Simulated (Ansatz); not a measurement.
One geometry of the cluster W₄, several levels of theory.

```yaml
crystal:
  periodic: [false, false, false]
  atoms:
    - {symbol: W, position_ang: [0.409763, -0.469420, 1.363772]}
    - {symbol: W, position_ang: [-0.894191, -0.896205, -0.803281]}
    - {symbol: W, position_ang: [1.424037, 0.171619, -0.504393]}
    - {symbol: W, position_ang: [-0.939609, 1.194006, -0.056088]}
basis:
  gaussian: {orbitals: def2-TZVP, initial_orbitals: start.molden}
hamiltonian: {xc: pbe, dispersion: d4}
scf: {omitted_lower_state_checks: [starts]}
output: {orbitals: {seedname: orbitals}}
```

The file start.molden holds the orbitals of an earlier run on this structure, at another level or in another basis.

```sh
$ ansatz run in.yaml --threads 4 --pin off --events-out ev --progress --plain --max-ram 3916MiB
```

Output, abridged:

```
Functional definition: PBE
1296 factors; their error is unknown
mean field evaluation 1: about -7303.1739 eV, gradient 7.9e0 eV
mean field evaluation 2: about -7303.3495 eV, gradient 3.7e-1 eV
mean field evaluation 4: about -7303.3793 eV, gradient 6.0e-2 eV
mean field evaluation 8: about -7303.3682 eV, gradient 3.2e-3 eV
mean field evaluation 16: about -7303.3682 eV, gradient 3.0e-5 eV
mean field -7303.36817820 eV, -268.3938301483 hartree, gradient 3.3e-6 eV, S^2 0.000000; 0 other end points of the search recorded, 0 dependent functions left out
reference -7303.36821124 eV, -268.3938313624 hartree; 28, 28 occupied and 132, 132 virtual orbitals, 1296 factors
Total energy: -7303.62830011 eV, -268.4033894518 hartree
Checks for a lower state left out: starts
```

It took 3.5 s on 4 threads of Arm Neoverse V2 on a shared host.

First input, but with `hamiltonian: {xc: r2scan, dispersion: d4}` (abridged; 8.5 s):

```
Functional definition: r2SCAN
mean field evaluation 16: about -7301.1341 eV, gradient 2.1e-6 eV
mean field -7301.13411342 eV, -268.3117297819 hartree, gradient 2.1e-6 eV, S^2 0.000000
Total energy: -7301.17286464 eV, -268.3131538628 hartree
Checks for a lower state left out: starts
```

As the first input, with `hamiltonian: {xc: pbe0, dispersion: d4}` (abridged; 8.5 s):

```
Functional definition: PBE0
mean field evaluation 16: about -7295.6183 eV, gradient 1.5e-5 eV
mean field -7295.61832225 eV, -268.1090281949 hartree, gradient 9.3e-6 eV, S^2 0.000000
Total energy: -7295.84015584 eV, -268.1171804292 hartree
Checks for a lower state left out: starts
```

Geometry: PBE0-D4/def2-SVP, that of the charge +1 doublet.

In the def2 sets W takes a core potential; there is no spin–orbit coupling. A triplet lies near this restricted singlet, and broken spin symmetry wasn't tried. At PBE-D4/def2-TZVP an occupied level lies above an empty one. At PBE0-D4/def2-TZVP a triplet of charge 0 lies 0.42 eV below the restricted singlet at the same geometry. The structure comes from a short search, and lower isomers may exist.
